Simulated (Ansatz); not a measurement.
Diatomic TaB, multiplicity 3 (lowest of 2S+1 = 1, 3, 5, 7 at CCSD(T)/def2-TZVPP on PBE0 minima; our sources give no spin for the ground state, which may be another). No spin–orbit coupling. The T1 diagnostic near the minimum is 0.060, so single-reference values are doubtful.

Constants: fifth-degree fit in 1/R to seven points, most abundant isotopes. In def2 and cc sets the state is the lowest found near the PBE0 minimum, followed along R.

Run with Ansatz (a first-principles code) with Gaussian orbitals. Each number belongs to the level named beside it. In def2 rows elements past Kr take small-core potentials, without spin–orbit coupling.

Energies at wB97X-V/def2-TZVPP:

| R (Å) | E (hartree) |
|---|---|
| 1.838480 | -81.52698515 |
| 1.887901 | -81.53185696 |
| 1.933369 | -81.53412237 |
| 1.984767 | -81.53457912 |
| 2.036165 | -81.53322697 |
| 2.095471 | -81.52991367 |
| 2.164661 | -81.52430384 |

With a reduced mass of 10.3779 u, find the minimum, the force constant and the constants.

A fifth-degree polynomial in 1/R puts the minimum at r_e = 1.9705 Å with force constant 317 N/m. Then ω_e = (1/2πc)√(k/μ) = 720 cm⁻¹ and B_e = h/(8π²cμr_e²) = 0.4183 cm⁻¹; the cubic and quartic terms give α_e = 0.0027 and ω_e x_e = 3.8 cm⁻¹.

Doubts at one or more of the structures used: a spin-contaminated determinant (wB97X-V/def2-TZVPP).
